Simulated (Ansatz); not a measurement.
The cluster Sn4H8, relaxed as a singlet with RKS PBE-D4/def2-SVP in Ansatz, starting from the GFN1-xTB geometry. Force threshold 0.02 eV/Å.

In the def2 sets Sn takes a core potential; there is no spin–orbit coupling. Another isomer (singlet) lies 0.78 eV lower at PBE0-D4/def2-TZVP; other spin states weren't run for this one.

Start:

```xyz
12

Sn   -1.453   -0.683    0.731
Sn    0.662    0.644    2.606
Sn   -0.785   -0.705   -2.513
Sn    0.891    0.664   -0.276
H    -1.049    0.976    2.925
H     0.677    0.424   -2.111
H     2.542    0.276   -0.399
H    -2.237    0.627   -0.147
H     0.439   -1.021    3.147
H     0.457   -1.964   -2.551
H     1.065    2.333   -0.536
H    -1.209   -1.571   -0.877
```

```
step  energy (eV)  largest force component (eV/Å)  SCF passes
   1  -23453.6163                           1.220          18
   2  -23454.0586                           0.405          26
   3  -23454.1275                           0.314          19
   4  -23454.1649                           0.258          19
   5  -23454.2308                           0.168          20
   6  -23454.2387                           0.243          20
   7  -23454.2691                           0.154          19
   8  -23454.2837                           0.129          20
   9  -23454.2905                           0.093          19
  10  -23454.2962                           0.167          19
  11  -23454.3006                           0.141          20
  13  -23454.3141                           0.115          18
  15  -23454.3453                           0.241          19
  17  -23454.3823                           0.236          19
  19  -23454.4290                           0.172          19
  21  -23454.4507                           0.129          19
  23  -23454.4615                           0.210          19
  25  -23454.4764                           0.125          18
  27  -23454.4857                           0.229          18
  29  -23454.5108                           0.042          19
  31  -23454.5120                           0.017          20
```

Force components are those of the run's own axes.

End:

Cartesian coordinates in Å:
```
Sn -2.4041 -0.5904 0.6515
Sn 0.8892 -0.4022 2.2323
Sn -0.1121 -1.5467 -2.1448
Sn 1.2189 1.1076 -0.2340
H 0.0210 1.0257 2.9204
H 0.4323 0.2597 -1.7695
H 2.7883 1.1772 -1.0249
H -1.7360 0.9924 0.1333
H -0.8311 -1.1061 1.6423
H 0.9063 -2.1357 -0.7830
H 0.4605 2.6212 -0.6723
H -1.6333 -1.4028 -0.9513
```

Bonds lost: Sn1–Sn2, Sn1–Sn4 (atoms count from 1). Bonds formed: Sn1–H9 (atoms count from 1).

No frequencies were taken in this run, so the end may be a saddle point.

It took 52 s on 4 threads of Arm Neoverse V1 on a shared host.
